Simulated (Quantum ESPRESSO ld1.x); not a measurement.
Sb25+, configuration [Ar] 3d8. All-electron calculation, Dirac Kohn-Sham, LDA (Slater exchange, Perdew-Zunger correlation), spin-unpolarised, spherical densities, point nucleus; open shells are shared between the two j in proportion to 2j + 1. Program: ld1.x of Quantum ESPRESSO 7.5.

Normalised radial functions P(r) = r R(r) (large component), r in bohr:

r           3p3/2   3d5/2
0.001528   0.0040  0.0000
0.001709   0.0050  0.0000
0.001912   0.0062  0.0000
0.002138   0.0076  0.0000
0.002392   0.0095  0.0001
0.002675   0.0117  0.0001
0.002968   0.0143  0.0001
0.00332    0.0176  0.0002
0.003713   0.0217  0.0002
0.004153   0.0268  0.0003
0.004646   0.0330  0.0004
0.005196   0.0405  0.0006
0.005766   0.0490  0.0008
0.006449   0.0600  0.0011
0.007213   0.0733  0.0015
0.008068   0.0893  0.0021
0.009024   0.1086  0.0028
0.01009    0.1317  0.0039
0.01129    0.1591  0.0053
0.01253    0.1890  0.0071
0.01401    0.2267  0.0097
0.01567    0.2706  0.0131
0.01753    0.3214  0.0178
0.01961    0.3794  0.0240
0.02193    0.4449  0.0323
0.02434    0.5125  0.0424
0.02722    0.5919  0.0565
0.03045    0.6770  0.0749
0.03405    0.7660  0.0987
0.03809    0.8559  0.1293
0.0426     0.9425  0.1683
0.04727    1.0153  0.2134
0.05287    1.0791  0.2734
0.05914    1.1200  0.3470
0.06615    1.1290  0.4360
0.07399    1.0968  0.5417
0.08276    1.0143  0.6648
0.09183    0.8862  0.7943
0.1027     0.6885  0.9486
0.1149     0.4284  1.1147
0.1285     0.1116  1.2870
0.1437    -0.2496  1.4576
0.1608    -0.6355  1.6163
0.1798    -1.0200  1.7516
0.1995    -1.3492  1.8455
0.2232    -1.6443  1.9016
0.2496    -1.8507  1.9021
0.2792    -1.9487  1.8421
0.3123    -1.9309  1.7220
0.3493    -1.8038  1.5485
0.3876    -1.6056  1.3506
0.4335    -1.3347  1.1138
0.4849    -1.0392  0.8716
0.5424    -0.7539  0.6431
0.6066    -0.5063  0.4443
0.6785    -0.3124  0.2850
0.7529    -0.1834  0.1753
0.8421    -0.0936  0.0950
0.9419    -0.0426  0.0464
1.054     -0.0171  0.0202

3p3/2: eigenvalue -1538.4 eV, 1 radial node at r = 0.133 bohr, <r> = 0.319 bohr, 90 % of the charge inside 0.476 bohr. 3d5/2: eigenvalue -1327.4 eV, 0 radial nodes, <r> = 0.289 bohr, 90 % of the charge inside 0.449 bohr.
